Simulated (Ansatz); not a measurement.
Ansatz results at the PBE0-D4/def2-TZVP geometry: zero-point energy (PBE0-D4/def2-TZVP) 185.7 kJ/mol; HOMO–LUMO gap (PBE0/def2-TZVPP) 6.83 eV; HOMO–LUMO gap (PBE/def2-TZVPP) 4.02 eV.

Each molecule was computed in one conformer, which needn't be the lowest.

Q: Which molecule gave them?
A. `C1OC[SiH2]1`
B. `[SiH3][BH][GaH2]`
C. `O/C=C/[SiH3]`
D. `O=CC[SiH3]`

A: D. The others give `O/C=C/[SiH3]`: 190.4, 7.23, 5.05; `C1OC[SiH2]1`: 196.8, 7.21, 4.82; `[SiH3][BH][GaH2]`: 128.4, 4.73, 2.70.
